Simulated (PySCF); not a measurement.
CH3AlF (SMILES [CH3][Al][F]), doublet, geometry from GFN2-xTB (such geometries of metal compounds can be far from the true shape) (the spin is typed, not shown lowest).

Here is a job for PySCF.
```python
from pyscf import gto, scf, dft

mol = gto.Mole()
mol.atom = '''
    Al    0.440025   -0.099775    0.263339
    C    -0.053337    1.407430   -0.997494
    H    -0.866122    2.024723   -0.605639
    H    -0.370417    1.041093   -1.977514
    H     0.810400    2.058143   -1.151125
    F    -0.552685   -1.363497    0.699537
'''
mol.basis = '6-31g*'
mol.charge = 0
mol.spin = 1
mol.verbose = 4
mol.build()

mf = dft.UKS(mol)
mf.xc = 'lda,vwn'
mf.kernel()
```

Task: What dipole moment does SVWN5/6-31G* in PySCF give?

Result: 1.80 D

Task: Predict the total energy from SVWN5/6-31G*.

Result: -380.1147 Eh

Task: What is the computed HOMO energy (SVWN5/6-31G*)?

Result: -4.35 eV

Task: Predict the Mulliken (on the basis functions themselves) charges in atom order from SVWN5/6-31G*.

Result: Al1 0.52, C2 -0.76, H3 0.21, H4 0.21, H5 0.21, F6 -0.37

Task: Predict the number of basis functions from SVWN5/6-31G*.

Result: 52

Task: Give the <S^2> at the level SVWN5/6-31G*.

Result: 0.751

These values belong to the state on which the SCF converged, which isn't shown to be the lowest.
